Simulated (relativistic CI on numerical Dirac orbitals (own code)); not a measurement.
# Radial parameters of Tc¹⁷⁺

Computed by Dirac-Coulomb-Breit CI, KLI orbitals optimised for each configuration, QED by a radiative potential, unscaled Slater integrals (own radial code, finite nucleus).

Slater integrals F^k, G^k are unscaled and averaged over j, outside the closed core [Ne]; ζ comes from projecting the Hamiltonian with its Breit term on Σ l·s of the shell.

- 3s²3p⁶3d⁸: F^2(3d,3d) = 267330, F^4(3d,3d) = 170980, ζ(3d) = 12804 cm⁻¹; <r>(3d) = 0.3736, <r^2>(3d) = 0.1647 (bohr units).
- 3s²3p⁵3d⁹: ζ(3p) = 113420, F^2(3p,3d) = 246170, G^1(3p,3d) = 281330, G^3(3p,3d) = 181420, ζ(3d) = 12592 cm⁻¹; <r>(3p) = 0.4008, <r^2>(3p) = 0.1859, <r>(3d) = 0.3745, <r^2>(3d) = 0.1655 (bohr units).
- 3s²3p⁴3d¹⁰: F^2(3p,3p) = 248330, ζ(3p) = 113390 cm⁻¹; <r>(3p) = 0.4013, <r^2>(3p) = 0.1864 (bohr units).

Q: Give the Racah parameters of the d shell in 3s²3p⁶3d⁸.

A: B = F²/49 − 5F⁴/441 = 3517 cm⁻¹ and C = 35F⁴/441 = 13570 cm⁻¹.

Averages of the first 10 configurations, taken without configuration mixing, which lowers the lowest level and can move excited configurations by several eV; other configurations of the list can lie among them:

```csv
Configuration,Parity,States,Average energy above the lowest level (eV)
3s²3p⁶3d⁸,even,45,6.8
3s²3p⁵3d⁹,odd,60,182.7
3s²3p⁴3d¹⁰,even,15,362.2
3s3p⁶3d⁹,even,20,294.5
3p⁶3d¹⁰,even,1,586.9
3s²3p⁶3d⁷4s,even,240,289.7
3s²3p⁶3d⁷4p,odd,720,326.5
3s3p⁵3d¹⁰,odd,12,469.0
3s²3p⁶3d⁷4d,even,1200,382.5
3s²3p⁶3d⁶4s²,even,210,590.8
```
